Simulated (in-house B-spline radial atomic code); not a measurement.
Radial electron density of F4+, [He] 2s2 2p1. Computed with a B-spline radial code for spherical atoms: non-relativistic LC-wPBE, spin-polarised, spherical fractional occupations, point nucleus.

Caution: exact exchange at fractional occupations of open shells leaves self-interaction of up to several eV.

Columns: r (bohr), 4πr²n(r) (electrons per bohr), bar.

```
 0.00649   0.2174 #
 0.00756   0.2894 #
 0.00881   0.3842 ##
  0.0103   0.5112 ##
   0.012   0.6729 ###
  0.0139   0.8725 ####
  0.0163    1.149 #####
  0.0189    1.474 #######
  0.0221    1.902 #########
  0.0257    2.411 ###########
    0.03    3.041 ##############
  0.0349    3.768 #################
  0.0407    4.616 #####################
  0.0474    5.552 #########################
  0.0553    6.558 ##############################
  0.0644    7.556 ##################################
  0.0751    8.487 ######################################
  0.0875    9.234 ##########################################
   0.102    9.695 ############################################
   0.119    9.762 ############################################
   0.138    9.389 ##########################################
   0.161    8.545 #######################################
   0.188    7.315 #################################
   0.219     5.91 ###########################
   0.255    4.556 #####################
   0.298    3.475 ################
   0.347    2.892 #############
   0.404    2.814 #############
   0.471    3.123 ##############
   0.549    3.564 ################
    0.64    3.839 #################
   0.746     3.73 #################
   0.869    3.201 ##############
    1.01    2.401 ###########
    1.18    1.519 #######
    1.38   0.8003 ####
     1.6   0.3629 ##
    1.87   0.1262 #
    2.18  0.03453 
    2.54 0.007114 
    2.96 0.001053
```

On this grid the curve has 2 maxima, near 0.119, 0.64 bohr.

The 2s up radial function P(r) = rR(r), positive near the nucleus:

| r (bohr) | P |
| --- | --- |
| 0.00222 | 0.03205 |
| 0.00302 | 0.04329 |
| 0.0041 | 0.0582 |
| 0.00557 | 0.07801 |
| 0.00756 | 0.104 |
| 0.0103 | 0.1381 |
| 0.0139 | 0.1804 |
| 0.0189 | 0.2341 |
| 0.0257 | 0.2986 |
| 0.0349 | 0.3715 |
| 0.0474 | 0.4467 |
| 0.0644 | 0.5111 |
| 0.0875 | 0.5426 |
| 0.119 | 0.5087 |
| 0.161 | 0.3751 |
| 0.219 | 0.1098 |
| 0.298 | -0.2787 |
| 0.404 | -0.7111 |
| 0.549 | -1.056 |
| 0.746 | -1.144 |
| 1.01 | -0.9261 |
| 1.38 | -0.5271 |
| 1.87 | -0.202 |
| 2.54 | -0.0449 |
